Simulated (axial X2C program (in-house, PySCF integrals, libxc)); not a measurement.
Potential curves of ZrBr, scalar-relativistic

Computed with an axial X2C code built on PySCF integrals. Spin-free means the one-electron spin-free X2C Hamiltonian. Basis: Zr dyall-cv3z [11s12p9d6f3g], Br dyall-cv3z [8s9p6d4f1g] (cores contracted in-house); Gaussian nuclei, density fitting, unrestricted open shells. Masses: Zr 89.905 u, Br 78.918 u.

State: M_S = 3/2, Λ = 0 (beyond evenly filled blocks: σα, δ+α, δ-α). Energies in cm⁻¹ from the fragments at the same level (Zr + Br). Fits are polynomials in 1 − R0/R over 0.85 to 1.23 times the lowest point R0.

```json
{"R (Å)": "2.1637", "CCSD": "", "PBE0": "-28633"}
{"R (Å)": "2.2632", "CCSD": "-26540", "PBE0": "-32949"}
{"R (Å)": "2.3378", "CCSD": "-28665", "PBE0": "-34749"}
{"R (Å)": "2.4124", "CCSD": "-29825", "PBE0": "-35644"}
{"R (Å)": "2.4870", "CCSD": "-30250", "PBE0": "-35855"}
{"R (Å)": "2.5740", "CCSD": "-30054", "PBE0": "-35465"}
{"R (Å)": "2.6611", "CCSD": "-29321", "PBE0": "-34588"}
{"R (Å)": "2.7730", "CCSD": "-27845", "PBE0": "-32988"}
{"R (Å)": "2.9098", "CCSD": "", "PBE0": "-30617"}
{"R (Å)": "3.1088", "CCSD": "", "PBE0": "-26852"}
```

Correlated methods: 19 electrons correlated (number of frozen shells: Zr 3 s, 2 p, 1 d; Br 3 s, 2 p, 1 d), 323 virtual spin orbitals or spinors in MP2, 109 natural virtuals in coupled cluster.

The state is a single determinant with fixed occupations, the lowest that a limited PBE0 search found. De is counted from the lowest determinant-based energies of the atoms at the same level, without counterpoise correction. CCSD ran in a truncated set of natural virtual spinors with an MP2 remainder; without triples it tends to underbind. Other states lie close and PBE0, whose exact exchange favours high spin, may order them wrongly; the determinant shown need not be the ground state. The nearest other spin-free determinant of the search, M_S = 3/2, Λ = 3, lies 0.14 eV up at the distance of the search. Spin-free De lacks the spin–orbit lowering of the heavy p-block atom, a tenth of an eV or more for 4p and 5p, up to an eV for 6p and one to two eV for 7p atoms, less what an open-shell molecule gains itself. Coupled cluster ran on the points near the minimum only. MP2 and coupled cluster on one determinant become unreliable at the stretched end.

Problem. Fit the CCSD curve near its minimum: give the equilibrium distance, the harmonic wavenumber and the well depth.

Solution. At CCSD, spin-free: Re = 2.504 Å, ωe ≈ 273 cm⁻¹, De = 3.75 eV to Zr + Br; Be follows as 0.064 cm⁻¹.

Problem. What are Re, ωe and De at the PBE0 level?

Solution. At PBE0, spin-free: Re = 2.477 Å, ωe ≈ 276 cm⁻¹, De = 4.45 eV to Zr + Br; Be follows as 0.0654 cm⁻¹.
